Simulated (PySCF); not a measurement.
## C₆ coefficients of unlike pairs at PBEsol

Calculated with PySCF 2.14 from the dipole response of each species, C₆(A,B) = (3/π) ∫ α_A(iu) α_B(iu) du, in atomic units, from isotropic polarisabilities. For ions this is the dispersion term alone; charge-induced terms of lower order in 1/R come first.

```json
{"species": "B⁺", "configuration": "[He] 2s2 (1S)", "basis": "dyall-acv3z (15s9p4d2f)", "relativity": "none", "α (bohr³)": "10.73", "C₆ (like pair)": "29.21"}
{"species": "Sc⁺", "configuration": "[Ar] 3d1 4s1 (3D)", "basis": "def2-TZVPPD (6s6p4d2f1g)", "relativity": "none", "α (bohr³)": "60.87", "C₆ (like pair)": "416.6"}
{"species": "Mo³⁺", "configuration": "[Kr] 4d3 (4F)", "basis": "def2-QZVPPD with the def2 core potential (28 electrons) (7s5p4d3f2g)", "relativity": "core potential", "α (bohr³)": "5.958", "C₆ (like pair)": "26.63"}
```

(1) Estimate C₆ for Mo³⁺ with B⁺.

No spin-orbit coupling is included.

The other pairs:

```
     pair     C₆
Mo³⁺, Sc⁺  77.65
  Sc⁺, B⁺  104.0
```

## Answers

(1) The integral gives 24.20. The combination rule 2 C_A C_B / (C_A α_B/α_A + C_B α_A/α_B) gives 24.25 and the geometric mean 27.89.
